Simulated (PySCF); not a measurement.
Give a PBE0-D3(BJ)/def2-SVP geometry of `[SiH3][C@@H]1C[P@H]1=[Se]`.

Z-matrix in Å and degrees, rows numbered from 1:
```
Si
C   1  1.8740
C   2  1.5386  1  121.67
P   3  1.8062  2   65.32  1  -112.84
Se  4  2.0795  2  127.74  3   111.93
H   1  1.4918  2  109.95  3   160.01
H   1  1.4959  2  108.12  3    40.39
H   1  1.4946  2  110.78  3   -78.63
H   2  1.0982  1  114.82  3   144.11
H   3  1.0962  2  118.40  4   110.49
H   3  1.0948  2  116.81  4  -107.15
H   4  1.4167  2  105.37  3   -97.44
```

The 3-membered ring C2–C3–P4 has internal angles of 50.2° to 65.3°. Si1 (SiH3 silicon) is tetrahedral (angles from 108.1° to 110.8°). P4 (phosphorus bonded to 2 C, Se and H) has angles from 50.2° to 128.2°.

The calculation used PySCF 2.14.0, PBE0-D3(BJ)/def2-SVP geometry optimisation, gas phase.

Point group: C1 (no symmetry element, even within 0.4 Å). No frequency check.

On an Intel Xeon Platinum 8559C with one thread (shared host), this took 37 s wall and 0.57 GiB of memory at its peak. This is the geometry optimisation.
